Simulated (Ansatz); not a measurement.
```yaml
crystal:
  periodic: [false, false, false]
  atoms:
    - {symbol: In, position_ang: [0.885752, -4.080906, 0.781273]}
    - {symbol: In, position_ang: [-3.080054, 3.079607, -2.363537]}
    - {symbol: In, position_ang: [0.552299, -0.551406, -2.539425]}
    - {symbol: In, position_ang: [-2.242507, -0.956270, 0.595403]}
    - {symbol: In, position_ang: [0.700717, -0.702478, 3.911407]}
    - {symbol: In, position_ang: [0.954423, 2.243772, 0.596903]}
    - {symbol: In, position_ang: [4.079737, -0.885634, 0.782247]}
    - {symbol: As, position_ang: [-3.432119, 0.575763, -1.376592]}
    - {symbol: As, position_ang: [-0.497605, -2.339218, -0.809487]}
    - {symbol: As, position_ang: [2.155034, -2.156083, 2.169392]}
    - {symbol: As, position_ang: [-0.576131, 3.432247, -1.376697]}
    - {symbol: As, position_ang: [2.338158, 0.499107, -0.807635]}
    - {symbol: As, position_ang: [-0.678828, 0.677835, 1.993340]}
    - {symbol: H, position_ang: [2.013645, -4.937565, -0.250114]}
    - {symbol: H, position_ang: [-0.316428, -4.883706, 1.774541]}
    - {symbol: H, position_ang: [-4.124938, 4.125992, -1.423500]}
    - {symbol: H, position_ang: [-3.009571, 3.009755, -4.105742]}
    - {symbol: H, position_ang: [1.335313, -1.331006, -3.895282]}
    - {symbol: H, position_ang: [-0.688572, 0.690461, -2.762321]}
    - {symbol: H, position_ang: [-3.583913, -1.654823, 1.475544]}
    - {symbol: H, position_ang: [-0.465536, -1.719742, 4.734480]}
    - {symbol: H, position_ang: [1.718021, 0.463046, 4.735473]}
    - {symbol: H, position_ang: [1.652811, 3.585539, 1.476619]}
    - {symbol: H, position_ang: [4.936691, -2.011539, -0.251090]}
    - {symbol: H, position_ang: [4.882956, 0.316303, 1.775539]}
    - {symbol: H, position_ang: [-3.487804, -0.334784, -2.602699]}
    - {symbol: H, position_ang: [-4.937331, 0.496426, -1.081745]}
    - {symbol: H, position_ang: [-1.461517, -3.176559, -1.660718]}
    - {symbol: H, position_ang: [2.997579, -2.996660, 3.139166]}
    - {symbol: H, position_ang: [0.334545, 3.485802, -2.602825]}
    - {symbol: H, position_ang: [-0.495553, 4.937739, -1.083572]}
    - {symbol: H, position_ang: [3.177299, 1.462750, -1.657384]}
    - {symbol: H, position_ang: [-1.636574, 1.636204, 2.709048]}
basis:
  gaussian: {orbitals: STO-3G}
total_charge: -1
hamiltonian: {xc: {name: wB97M-V}}
scf: {omitted_lower_state_checks: [starts]}
```

```sh
$ ansatz run in.yaml --threads 2 --pin off --events-out ev --progress --plain --max-ram 22528MiB --backend cuda --devices 0, --max-vram 18GiB
```

It prints (some lines left out):

```
Functional definition: wB97M-V
3985 factors; integrals over basis functions are off by at most 5.2e-5 eV
765 factors; integrals over basis functions are off by at most 9.7e-7 eV
mean field evaluation 1: about -1444144.9515 eV, gradient 2.3e1 eV
mean field evaluation 2: about -1444148.4964 eV, gradient 7.0e0 eV
mean field evaluation 4: about -1444148.8218 eV, gradient 3.9e-1 eV
mean field evaluation 8: about -1444148.6177 eV, gradient 3.3e-2 eV
mean field -1444148.61770472 eV, -53071.4828215577 hartree, gradient 6.6e-5 eV, S^2 0.000000; 0 other end points of the search recorded, 0 dependent functions left out
reference -1444148.61778098 eV, -53071.4828243600 hartree; 281, 281 occupied and 36, 36 virtual orbitals, 3985 factors
Total energy: -1444148.61778098 eV, -53071.4828243600 hartree
Checks for a lower state left out: starts
```

Hardware: 2 threads of AMD EPYC 7R13 on a shared host and a share (18 GiB) of an NVIDIA H100 80GB HBM3. Wall time 11 s, peak host memory 1.4 GiB.

The highest occupied level of an anion often lies above zero with these methods, and sets without diffuse functions describe the outer electron poorly.
